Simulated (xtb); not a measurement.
C₅H₄N, charge -1, singlet, geometry from GFN2-xTB, atoms displaced at random by about 0.02 Å a coordinate. Base run: xtb 6.7.1 with GFN1-xTB.

Input for xtb:
```
$ xtb mol.xyz --gfn 1 --chrg -1 --opt --json

# file mol.xyz
10

N     -0.02657534     0.02761089     1.42406441
C     -0.03160703    -0.00192267    -1.33638384
C      0.01417215     1.29448775     0.84664658
C     -0.00051118    -1.06948578     0.69061210
C      0.01014569    -1.17155768    -0.65147949
C     -0.00580236     1.21279443    -0.62035477
H      0.03509533     0.03345337    -2.42176445
H     -0.05180514    -1.99920449     1.34561777
H     -0.05912218    -2.11849213    -1.18905776
H      0.05631881     2.15768878    -1.18231169
```

Base: optimiser steps 6.

A changed run: ΔE vs base (mEh) -86.811; optimiser steps 6.

Q: What was changed between the two runs?
A. opt level = sloppy
B. opt level = extreme
C. opt level = tight
D. alpb = ch2cl2
E. engine = inertial

A: D, alpb = ch2cl2
